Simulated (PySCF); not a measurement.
**Steps of a relaxation of Ce2S3**

Ce2S3 (singlet in the valence; each metal's 4f electrons, 1 of them, lie in its core potential, out of spins and levels; a saddle point, relaxed within its symmetry). PySCF 2.14.0, RKS r2SCAN, Ce lcecp-1-SVP with ECP47, S def2-SVP; non-relativistic Hamiltonian with scalar-relativistic core potentials where named; density fitting; no spin-orbit coupling. Origin of the start: template. Columns: position (Å) and force (eV/Å). Energies are counted from the last step; some of the 6 steps are shown. Forces carry noise of the integration grid, about 0.01 to 0.03 eV/Å.

Run from Python with OMP_NUM_THREADS=2. Where DIIS fails, smearing, a level shift and second-order steps follow.
It took 54 s on 2 threads of Arm Neoverse V1 (shared host), from the converged density of the start.

```xyz
5
step 0  E = 0.698 eV
Ce    0.0000    0.0000    2.5348     0.00    0.00    2.39
Ce    0.0000    0.0000   -2.5348     0.00    0.00   -2.39
S     0.0000    0.0000    0.0000     0.00    0.00    0.00
S     0.0000    0.0000    4.9813     0.00    0.00    0.78
S     0.0000    0.0000   -4.9813     0.00    0.00   -0.78
```

```xyz
5
step 2  E = 0.033 eV
Ce    0.0000    0.0000    2.7199     0.00    0.00    0.54
Ce    0.0000    0.0000   -2.7199     0.00    0.00   -0.54
S     0.0000    0.0000    0.0000     0.00    0.00    0.00
S     0.0000    0.0000    5.1876     0.00    0.00    0.02
S     0.0000    0.0000   -5.1876     0.00    0.00   -0.02
```

```xyz
5
step 3  E = 0.002 eV
Ce    0.0000    0.0000    2.7661     0.00    0.00    0.14
Ce    0.0000    0.0000   -2.7661     0.00    0.00   -0.14
S     0.0000    0.0000    0.0000     0.00    0.00    0.00
S     0.0000    0.0000    5.2314     0.00    0.00   -0.01
S     0.0000    0.0000   -5.2314     0.00    0.00    0.01
```

Where does the relaxation end?

It converges at step 5 in D∞h:
```xyz
5
step 5  E = 0
Ce    0.0000    0.0000    2.7811
Ce    0.0000    0.0000   -2.7811
S     0.0000    0.0000    0.0000
S     0.0000    0.0000    5.2445
S     0.0000    0.0000   -5.2445
```

How did the contacts change?


```
   contact  start (Å)  end (Å)
Ce1–S3 (S)      2.535    2.781
Ce1–S4 (S)      2.446    2.463
Ce2–S5 (S)      2.446    2.463
```


An lcecp potential fixes the number of 4f electrons, so in runs with it no electron can move into or out of that shell.
